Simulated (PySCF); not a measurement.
Vertical excitations of a molecule C2H7BOS from TDA-CAM-B3LYP/def2-SVPD in PySCF, as energy in eV (oscillator strength): 6.18 (0.004), 6.44 (0.239), 6.87 (0.059), 7.06 (0.006), 7.43 (0.000), 7.84 (0.043), 7.84 (0.001), 7.94 (0.003), 7.97 (0.028), 8.23 (0.006). Lowest triplet (TDA): 5.15 eV. Geometry optimised at B3LYP-D3(BJ)/def2-SVP. Other conformers were not sampled.

Problem. Which molecule gave these data?
(A) COB(C)S
(B) CSB(C)O
(C) COBSC

Solution. C, COBSC
